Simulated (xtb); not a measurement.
Job for xtb: GFN1-xTB on C3H8O (SMILES CCOC), a point of a torsion scan.

```
$ xtb mol.xyz --gfn 1 --sp --chrg 0 --uhf 0
12

C      0.78693877    -2.30599467    -0.35163718
C      0.57096645    -0.80337346    -0.20435624
O     -0.61220449    -0.39970366    -0.87530610
C     -1.58597758     0.19512586    -0.06043310
H      1.72225681    -2.59616275     0.11958702
H     -0.02987057    -2.85257806     0.11374098
H      0.82093052    -2.56824500    -1.40518940
H      0.52245926    -0.53204680     0.85617156
H      1.41320165    -0.26411358    -0.65772273
H     -1.21848398     1.12190001     0.39832965
H     -1.92305732    -0.48294568     0.73367128
H     -2.42749153     0.42842313    -0.71063586
```

Output:

```
[...]
           -------------------------------------------------
          |                Calculation Setup                |
           -------------------------------------------------



           -------------------------------------------------
          |                 G F N 1 - x T B                 |
           -------------------------------------------------

        Reference                      10.1021/acs.jctc.7b00118
      * Hamiltonian:
        H0-scaling (s, p, d)           1.850000    2.250000    2.000000
        zeta-weighting                 0.000000
      * Dispersion:
        s8                             2.400000
        a1                             0.630000
        a2                             5.000000
        s9                             0.000000
      * Repulsion:
        kExp                           1.500000
        rExp                           1.000000
      * Coulomb:
        alpha                          2.000000
        third order                    atomic
        anisotropic                    false
      * Halogen bond correction:
        rad-scale                      1.300000
        damping                        0.440000


          ...................................................
          :                      SETUP                      :
          :.................................................:
          :  # basis functions                  32          :
          :  # atomic orbitals                  32          :
          :  # shells                           24          :
          :  # electrons                        26          :
          :  # halogen bonds                     0          :
          :  max. iterations                   250          :
          :  Hamiltonian                  GFN1-xTB          :
          :  restarted?                      false          :
          :  GBSA solvation                  false          :
          :  PC potential                    false          :
          :  electronic temp.          300.0000000     K    :
          :  accuracy                    1.0000000          :
          :  -> integral cutoff          0.2500000E+02      :
          :  -> integral neglect         0.1000000E-07      :
          :  -> SCF convergence          0.1000000E-05 Eh   :
          :  -> wf. convergence          0.2000000E-04 e    :
          :  Broyden damping             0.4000000          :
          :  net charge                          0          :
          :  unpaired electrons                  0          :
          ...................................................

 iter      E             dE          RMSdq      gap      omega  full diag
   1    -15.4692476 -0.154692E+02  0.722E+00    8.10       0.0  T
   2    -15.5108078 -0.415602E-01  0.433E+00    8.12       1.0  T
   3    -15.5114398 -0.631938E-03  0.902E-01    8.18       1.0  T
   4    -15.5126138 -0.117399E-02  0.968E-02    8.20       1.0  T
   5    -15.5126745 -0.606868E-04  0.233E-02    8.18       1.2  T
   6    -15.5126774 -0.293231E-05  0.387E-03    8.17       7.5  T
   7    -15.5126775 -0.655965E-07  0.140E-03    8.17      20.6  T
   8    -15.5126775 -0.144237E-07  0.202E-04    8.17     143.1  T
   9    -15.5126775 -0.201906E-09  0.350E-05    8.17     823.7  T
  10    -15.5126775 -0.550138E-11  0.370E-06    8.17    7796.3  T

   *** convergence criteria satisfied after 10 iterations ***

         #    Occupation            Energy/Eh            Energy/eV
      -------------------------------------------------------------
         1        2.0000           -0.7797376             -21.2177
       ...           ...                  ...                  ...
         7        2.0000           -0.5682095             -15.4618
         8        2.0000           -0.5314987             -14.4628
         9        2.0000           -0.5160547             -14.0426
        10        2.0000           -0.5050478             -13.7431
        11        2.0000           -0.4886874             -13.2979
        12        2.0000           -0.4758305             -12.9480
        13        2.0000           -0.4348406             -11.8326 (HOMO)
        14                         -0.1344499              -3.6586 (LUMO)
        15                         -0.1221062              -3.3227
        16                         -0.1130132              -3.0752
        17                         -0.0835386              -2.2732
        18                         -0.0686563              -1.8682
       ...                                ...                  ...
        32                          0.4596579              12.5079
      -------------------------------------------------------------
                  HL-Gap            0.3003907 Eh            8.1740 eV
             Fermi-level           -0.2846453 Eh           -7.7456 eV

 SCC (total)                   0 d,  0 h,  0 min,  0.015 sec
 SCC setup                      ...        0 min,  0.000 sec (  1.155%)
 Dispersion                     ...        0 min,  0.000 sec (  0.569%)
 classical contributions        ...        0 min,  0.000 sec (  0.289%)
 integral evaluation            ...        0 min,  0.003 sec ( 20.536%)
 iterations                     ...        0 min,  0.004 sec ( 28.636%)
 molecular gradient             ...        0 min,  0.007 sec ( 46.277%)
 printout                       ...        0 min,  0.000 sec (  2.127%)

         :::::::::::::::::::::::::::::::::::::::::::::::::::::
         ::                     SUMMARY                     ::
         :::::::::::::::::::::::::::::::::::::::::::::::::::::
         :: total energy             -15.356227951888 Eh    ::
         :: gradient norm              0.008697596496 Eh/a0 ::
         :: HOMO-LUMO gap              8.174048321788 eV    ::
         ::.................................................::
         :: SCC energy               -15.512677465100 Eh    ::
         :: -> electrostatic           0.039868037560 Eh    ::
         :: repulsion energy           0.159380194020 Eh    ::
         :: dispersion energy         -0.002930680809 Eh    ::
         :: halogen bond corr.         0.000000000000 Eh    ::
         :: add. restraining           0.000000000000 Eh    ::
         :: total charge               0.000000000000 e     ::
         :::::::::::::::::::::::::::::::::::::::::::::::::::::

           -------------------------------------------------
          |                Property Printout                |
           -------------------------------------------------

    * Orbital Energies and Occupations

         #    Occupation            Energy/Eh            Energy/eV
      -------------------------------------------------------------
         1        2.0000           -0.7797376             -21.2177
         2        2.0000           -0.6795550             -18.4916
         3        2.0000           -0.6425166             -17.4838
         4        2.0000           -0.6253196             -17.0158
         5        2.0000           -0.5910320             -16.0828
         6        2.0000           -0.5828657             -15.8606
         7        2.0000           -0.5682095             -15.4618
         8        2.0000           -0.5314987             -14.4628
         9        2.0000           -0.5160547             -14.0426
        10        2.0000           -0.5050478             -13.7431
        11        2.0000           -0.4886874             -13.2979
        12        2.0000           -0.4758305             -12.9480
        13        2.0000           -0.4348406             -11.8326 (HOMO)
        14                         -0.1344499              -3.6586 (LUMO)
        15                         -0.1221062              -3.3227
        16                         -0.1130132              -3.0752
Note: The following floating-point exceptions are signalling: IEEE_DENORMAL
normal termination of xtb
        17                         -0.0835386              -2.2732
        18                         -0.0686563              -1.8682
        19                         -0.0633370              -1.7235
        20                         -0.0537613              -1.4629
        21                         -0.0425115              -1.1568
        22                          0.0677122               1.8425
        23                          0.1064849               2.8976
        24                          0.1373386               3.7372
       ...                                ...                  ...
        32                          0.4596579              12.5079
      -------------------------------------------------------------
                  HL-Gap            0.3003907 Eh            8.1740 eV
             Fermi-level           -0.2846453 Eh           -7.7456 eV

  Mulliken/CM5 charges         n(s)   n(p)   n(d)
     1C    -0.10102 -0.25062   1.010  3.091  0.000
     2C     0.20161  0.11714   0.990  2.808  0.000
     3O    -0.46512 -0.57257   1.681  4.784  0.000
     4C     0.17638  0.05497   0.967  2.856  0.000
     5H     0.02645  0.07850   0.974  0.000  0.000
     6H     0.03524  0.08908   0.965  0.000  0.000
     7H     0.04235  0.09663   0.958  0.000  0.000
     8H     0.01079  0.07368   0.989  0.000  0.000
     9H     0.01936  0.08144   0.981  0.000  0.000
    10H     0.01031  0.06874   0.990  0.000  0.000
    11H     0.01047  0.06900   0.990  0.000  0.000
    12H     0.03318  0.09402   0.967  0.000  0.000

Wiberg/Mayer (AO) data.
largest (>0.10) Wiberg bond orders for each atom

 ---------------------------------------------------------------------------
     #   Z sym  total        # sym  WBO       # sym  WBO       # sym  WBO
 ---------------------------------------------------------------------------
     1   6 C    3.996 --     2 C    1.010     5 H    0.988     6 H    0.987
                             7 H    0.986
     2   6 C    3.924 --     1 C    1.010     9 H    0.976     8 H    0.975
                             3 O    0.941
     3   8 O    2.013 --     4 C    0.958     2 C    0.941
     4   6 C    3.923 --    12 H    0.982    11 H    0.981    10 H    0.981
                             3 O    0.958
     5   1 H    1.004 --     1 C    0.988
     6   1 H    1.006 --     1 C    0.987
     7   1 H    1.006 --     1 C    0.986
     8   1 H    1.010 --     2 C    0.975
     9   1 H    1.017 --     2 C    0.976
    10   1 H    1.012 --     4 C    0.981
    11   1 H    1.012 --     4 C    0.981
    12   1 H    1.018 --     4 C    0.982
 ---------------------------------------------------------------------------

Topologies differ in total number of bonds
Writing topology from bond orders to xtbtopo.mol

 dipole moment from electron density (au)
     X       Y       Z
   0.0968   0.0840   0.7918  total (Debye):    2.039


           -------------------------------------------------
          | TOTAL ENERGY              -15.356227951888 Eh   |
          | GRADIENT NORM               0.008697596496 Eh/α |
          | HOMO-LUMO GAP               8.174048321788 eV   |
           -------------------------------------------------

------------------------------------------------------------------------
------------------------------------------------------------------------
 total:
 SCF:
```

The run finished.

Cost: around 0.07 core-seconds (rough).
